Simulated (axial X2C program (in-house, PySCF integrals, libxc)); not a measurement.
**Potential curves of NaCu⁻, with spin–orbit coupling**

Computed with an in-house all-electron X2C program for linear molecules (integrals from PySCF). Two-component (2c) means X2C with spin–orbit coupling and atomic mean-field two-electron Coulomb and Gaunt terms. Basis: Cu dyall-acv3z [10s10p7d4f2g], Na dyall-av3z [10s9p5d2f] (cores contracted in-house); Gaussian nuclei, density fitting, unrestricted open shells. Masses: Cu 62.930 u, Na 22.990 u.

State: Ω = 1/2 (⟨Sz⟩ = 0.50, ⟨Lz⟩ = 0.00 at TPSSh). Energies in eV from the fragments at the same level (Cu- + Na). Fits are polynomials in 1 − R0/R over 0.85 to 1.23 times the lowest point R0.

```
 R (Å)    TPSSh     CCSD
2.4195  -0.8962         
2.5307  -0.9741  -0.8188
2.6141  -1.0080  -0.8581
2.6976  -1.0256  -0.8794
2.7810  -1.0310  -0.8873
2.8783  -1.0245  -0.8834
2.9757  -1.0086  -0.8691
3.1008  -0.9782  -0.8398
3.2538  -0.9312         
3.4763  -0.8541
```

Correlated methods: 13 electrons correlated (number of frozen shells: Cu 3 s, 2 p; Na 2 s, 1 p), 319 virtual spin orbitals or spinors in MP2, 90 natural virtuals in coupled cluster.

The state is a single determinant with fixed occupations, the lowest that a limited PBE0 search found. De is counted from the lowest determinant-based energies of the atoms at the same level, without counterpoise correction. Density functionals use the spin component along the axis (collinear). CCSD ran in a truncated set of natural virtual spinors with an MP2 remainder; without triples it tends to underbind. At some level and bond length an empty orbital lies below a filled one. The highest occupied level of some functionals is positive through self-interaction error; at Hartree–Fock it is bound. The determinant is spin-polarised beyond a pure state at some levels (its spin-free form has ⟨S²⟩ too high), which makes Re and μ there less reliable. The T1 diagnostic is large, a sign of multireference character. Coupled cluster ran on the points near the minimum only. MP2 and coupled cluster on one determinant become unreliable at the stretched end.

**Question.** Fit the TPSSh curve near its minimum: give the equilibrium distance, the harmonic wavenumber and the well depth.

**Answer.** At TPSSh, 2c: Re = 2.779 Å, ωe ≈ 151 cm⁻¹, De = 1.03 eV to Cu- + Na; Be follows as 0.13 cm⁻¹.

**Question.** What are Re, ωe and De at the CCSD level?

**Answer.** At CCSD, 2c: Re = 2.799 Å, ωe ≈ 151 cm⁻¹, De = 0.89 eV to Cu- + Na; Be follows as 0.128 cm⁻¹.
